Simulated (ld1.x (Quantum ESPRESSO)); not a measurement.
## Before and after: ultrasoft potential for arsenic (As)

- Element: As (Z = 33)
- Generator: ld1.x (Quantum ESPRESSO) 7.5
- Type: ultrasoft
- Functional: revPBE
- Relativity: scalar-relativistic
- Frozen core: [Ar] 3d10
- Valence charge: 5
- Reference configuration: 4s2 4p2 (charge +1)
- Partial waves: 4s (bound): rcut 1.35, rcutus 1.55 bohr; 4s channel at 1.4 Ry: rcut 1.35, rcutus 1.55 bohr; 4p (bound): rcut 1.35, rcutus 1.65 bohr; 4p channel at -0.1 Ry: rcut 1.35, rcutus 1.65 bohr; 4d channel at 0.25 Ry: rcut 1.50, rcutus 1.75 bohr
- Local potential: all-electron potential smoothed inside 1.25 bohr (lloc = -1)
- Core correction: a·sin(br)/r model core inside 1.35 bohr
- Augmentation charge: PSQ, inside the norm-conserving radii

Change: local potential all-electron potential smoothed inside 1.56 bohr (lloc = -1).

Cutoffs: the cutoffs (Ry, on a coarse ladder) from which the occupation-weighted sum of valence levels, in a spherical-Bessel basis at the reference potential, stays within 10 and 1 mRy of its value at 400 Ry; they do not see the model core or the augmentation charge, which bear on the density cutoff. Errors are all-electron minus pseudo energies relative to the spin-unpolarised reference configuration.

Question: Predict the effect on cutoff, ghosts and configuration errors.

Answer: The potential gets harder (15 Ry and 25 Ry → 15 Ry and 30 Ry); the errors of the 7 common tests hardly move; the range in which the s phases agree widens (upper end 2.5 → at the end of the scan); neither file shows a bound ghost.

| quantity | base | changed |
| --- | --- | --- |
| cutoff, loose | 15 Ry | 15 Ry |
| cutoff, tight | 25 Ry | 30 Ry |
| bound ghosts | none | none |
| error for 4s2 4p3, meV [ΔE -9.10 eV] | -1.9 | -1.9 |
| error for 4s2 4p1, meV [ΔE 17.86 eV] | -15 | -16 |
| error for 4s2 4p0, meV [ΔE 45.45 eV] | -92 | -93 |
| error for 4s1 4p4, meV [ΔE 0.29 eV] | -2.3 | -2.3 |
| error for 4s2 4p2.5, meV [ΔE -5.57 eV] | -0.4 | -0.4 |
| error for 4s0 4p5, meV [ΔE 9.89 eV] | -21 | -21 |
| error for 4s1 4p3, meV [ΔE 10.08 eV] | -11 | -11 |
| s: phases at 1.91 bohr within 0.05 rad from the reference energy up to (Ry; the scan ends near 5) | 2.5 | to the end of the scan |
| p: phases at 1.91 bohr within 0.05 rad from the reference energy up to (Ry; the scan ends near 5) | to the end of the scan | to the end of the scan |
| d: phases at 1.91 bohr within 0.05 rad from the reference energy up to (Ry; the scan ends near 5) | 1.0 | 1.1 |
| lowest overlap eigenvalue by channel | s 0.44, p 0.59, d 1.00 | s 0.45, p 0.62, d 1.00 |
